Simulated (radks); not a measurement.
Problem. The mean radii <r> (bohr) of the occupied orbitals of an atom or ion are listed with their occupations. Calculated with a radial shooting solver on a logarithmic mesh with Libxc functionals: scalar-relativistic Kohn-Sham, PBE, spin-polarised, spherical densities, finite nucleus; Fermi nuclear charge, rms radius of each element as measured or else 0.836 A^(1/3) + 0.57 fm.

orbital  occ.      <r>
1s up       1  0.02722
1s down     1  0.02722
2s up       1   0.1172
2s down     1   0.1172
2p up       3   0.1025
2p down     3   0.1025
3s up       1   0.3141
3s down     1   0.3141
3p up       3   0.3121
3p down     3   0.3121
3d up       5   0.2886
3d down     5   0.2886
4s up       1   0.7400
4s down     1   0.7400
4p up       3   0.7921
4p down     3   0.7919
4d up       5   0.9220
4d down     5   0.9206
5s up       1    1.967
5s down     1    1.965
5p up       3    2.465
5p down     2    2.488

Name the element and its charge. Open shells, if any, are filled with parallel spins first.

Solution. Z = 53, iodine, charge 0: I in [Kr] 4d10 5s2 5p5. The 1s radius gives Z: for a bare nucleus <r> = (2 gamma + 1)/(2Z) with gamma = sqrt(1 - (Z/c)^2), 0.02683 bohr for Z = 53, and screening makes it slightly larger (0.02722 here). The occupations add up to 53, and the charge is Z minus that.
